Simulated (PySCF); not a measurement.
Compound: C3H7BF2O2.
Structure used (GFN2-xTB), in Å, numbered top down from 1:
```xyz
15
C3H7BF2O2 angstrom
B     -2.3903   -0.0624    0.9164
O     -1.8194   -0.4595   -0.2138
C     -0.9866    0.3418   -1.0024
C      0.4659   -0.1043   -0.8182
F      1.2280    0.3926   -1.8597
O      0.9481    0.4083    0.3742
C      2.1669   -0.0912    0.7865
F      2.0480   -1.4006    1.1728
H     -2.2792    1.0368    1.3272
H     -3.0268   -0.8791    1.4602
H     -1.2579    0.2058   -2.0551
H     -1.0569    1.4007   -0.7274
H      0.5535   -1.2005   -0.8695
H      2.9299   -0.0657   -0.0054
H      2.4725    0.4853    1.6649
```

The closed-shell ground state was solved at several levels (PySCF, density fitting, gas phase, non-relativistic).

| level | basis functions | total energy (Eh) | HOMO (eV) | LUMO (eV) | gap (eV) | dipole (D) |
| --- | --- | --- | --- | --- | --- | --- |
| CAM-B3LYP/def2-SVPD | 228 | -493.0218 | -10.28 | 0.54 | 10.82 | 1.43 |
| PBE0/pcSseg-1 | 171 | -492.9580 | -8.77 | -0.33 | 8.44 | 1.56 |

What might B3LYP/pcJ-1 (286 basis functions) give for the same quantities?

Total energy -493.5483 Eh, HOMO -8.57 eV, LUMO -0.58 eV, gap 7.99 eV, dipole 1.57 D.

Over all these levels, which gives the widest orbital gap and which the narrowest?

CAM-B3LYP/def2-SVPD (range-separated hybrid) has the widest, 10.82 eV, and B3LYP/pcJ-1 (global hybrid, 20 % exact exchange) the narrowest, 7.99 eV. Functional and basis both differ between the two, so the spread mixes both effects.

How far do the dipole and the HOMO energy spread over the levels?

The dipole runs from 1.43 to 1.57 D (mean 1.52 D) and the HOMO from -10.28 to -8.57 eV.

One conformer stands for the species.
